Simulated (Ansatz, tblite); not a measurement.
Cost and result up the ladder for InH2Et (C₂H₇In) (10 atoms). Total charge 0; singlet. Geometry: PBE-D4/def2-SVP.

```
atom   x (Å)   y (Å)   z (Å)
 In1  -0.080   0.611  -1.702
  H2   0.684   2.157  -2.040
  H3  -0.322  -0.515  -3.027
  C4  -0.658   0.077   0.356
  C5   0.496  -0.550   1.151
  H6  -1.520  -0.619   0.295
  H7  -1.020   1.002   0.851
  H8   0.187  -0.808   2.188
  H9   0.866  -1.490   0.688
 H10   1.367   0.134   1.240
```

Ansatz on 2 threads of Arm Neoverse V2 on a shared host; xTB runs through tblite on one thread. Times are rough, summed over both states, and most runs start from the orbitals of an earlier one. PBE0-D4/def2-TZVP serves as the yardstick here, not as an exact answer. The other state is a doublet.

In the def2 sets In takes a core potential; there is no spin–orbit coupling. The xTB rows come from tblite.

Raw xTB energies of ions are shifted by several eV.

```tsv
level	functions	wall time	vertical IE (eV)	difference from PBE0-D4/def2-TZVP (eV)
GFN2-xTB	24	0.005 s	13.24	4.24
GFN1-xTB	31	0.025 s	13.36	4.36
PBE-D4/def2-TZVP	154	4.7 s	8.87	-0.13
PBE0-D4/def2-TZVP (with forces)	154	6.8 s	9.00	0.00
r2SCAN-D4/def2-TZVP	154	9.2 s	8.86	-0.14
```
